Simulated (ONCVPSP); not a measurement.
## u(r) = r·R(r): atom against pseudo-atom (carbon (C))

Columns: radius, all-electron u(r) and pseudo u(r) of the 2s shell (level -13.64 eV) of carbon in the configuration [He] 2s2 2p2; LDA (Perdew-Wang 92), scalar-relativistic, ONCV scheme, ONCVPSP 4.0.1.

```
r (bohr)  all-electron  pseudo
   0.105       -0.3372  0.0727
   0.210       -0.3031  0.1480
   0.315       -0.1280  0.2287
   0.420        0.0833  0.3159
   0.525        0.2834  0.4084
   0.630        0.4533  0.5016
   0.735        0.5873  0.5898
   0.840        0.6862  0.6682
   0.945        0.7535  0.7332
   1.050        0.7941  0.7814
   1.155        0.8127  0.8088
   1.260        0.8141  0.8139
   1.365        0.8021  0.8020
   1.470        0.7801  0.7801
   1.575        0.7510  0.7510
   1.680        0.7170  0.7170
   1.785        0.6798  0.6798
   1.890        0.6409  0.6409
   1.995        0.6013  0.6013
   2.100        0.5619  0.5619
   2.205        0.5232  0.5232
   2.310        0.4858  0.4858
   2.415        0.4498  0.4498
   2.520        0.4155  0.4155
   2.625        0.3830  0.3830
   2.730        0.3524  0.3525
```

How many radial nodes do the two functions have?

The all-electron 2s function has n − l − 1 = 1; the pseudo-wave has 0, since the states of the same l below it are removed with the core.

At about which radius was the pseudo-wave matched?

1.30 bohr, where the columns begin to agree (steps of 0.10 bohr).

Is the pseudo-wave norm-conserving?

Yes: the ONCV scheme keeps the norm inside the radius equal to the all-electron one, which fixes the energy derivative of the logarithmic derivative at the level.
